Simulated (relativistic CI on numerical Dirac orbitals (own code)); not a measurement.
## Rh²⁺: L2,3 absorption edge

Computed with this model: Dirac-Coulomb-Breit CI, orbitals from a KLI potential per configuration, model QED (radiative potential, 1s self-energy scaled to tabulated hydrogen-like ionisation energies), valence Slater integrals scaled by 0.8, multiplet model of core-to-valence dipole absorption; configurations [Kr] 4d7 → [He] 2s2 2p5 3s2 3p6 3d10 4s2 4p6 4d8; 80 K; Lorentzian 1.6 eV and Gaussian 0.5 eV FWHM. Energies are those of the free ion, without screening or charge transfer. The branching ratio is the share of the lower-energy edge in the whole absorption, uncertain by about 0.02 where the edges overlap. S is read from ⟨S²⟩ = S(S + 1).

Field parameters in Wybourne normalisation: Td as Oh with Dq negative (B⁴₀ = 21Dq, B⁴₄ = √(5/14) B⁴₀). The field is a parameter set, without covalency.

free ion: ground-state S = 1.48, centroid 3020.68 eV, branching ratio 0.893. Peaks (eV, height): 3005.2 (100), 3148.0 (15).

Td, 10Dq = -4750 cm⁻¹: ground-state S = 1.49, centroid 3034.78 eV, branching ratio 0.796. Peaks (eV, height): 3005.5 (100), 3148.2 (28).

Td, 10Dq = -7350 cm⁻¹: ground-state S = 1.49, centroid 3038.69 eV, branching ratio 0.769. Peaks (eV, height): 3005.5 (100), 3148.2 (31).

Td, 10Dq = -10000 cm⁻¹: ground-state S = 1.49, centroid 3041.01 eV, branching ratio 0.754. Peaks (eV, height): 3005.8 (100), 3148.5 (34).

Td, 10Dq = -12600 cm⁻¹: ground-state S = 1.49, centroid 3042.51 eV, branching ratio 0.744. Peaks (eV, height): 3006.0 (100), 3148.8 (35).

Td, 10Dq = -15250 cm⁻¹: ground-state S = 1.50, centroid 3043.62 eV, branching ratio 0.738. Peaks (eV, height): 3006.0 (100), 3148.8 (36).

The statistical ratio of this edge is 2/3 = 0.667. Values above it arise where the holes sit mainly in the j = l + 1/2 valence subshell or the ground state has high spin; values below it where core-valence Coulomb terms move weight to the upper edge, as in nearly empty shells. At deep edges of heavy elements the radial integrals of the two core levels differ, which raises the baseline.

Strongest unbroadened transitions for Td, 10Dq = -12600 cm⁻¹:

```
Energy (eV)  Relative strength
    3005.26                3.8
    3005.50               33.7
    3005.76               23.3
    3005.84              100.0
    3005.89                9.4
    3005.94                2.5
    3005.96               61.2
    3006.08               13.0
    3006.33               23.4
    3007.13                4.0
    3008.24                2.6
    3008.25                2.5
    3148.43               22.7
    3148.52               19.6
    3148.54                4.1
    3148.63               13.0
    3148.74                2.7
    3148.86               34.4
```
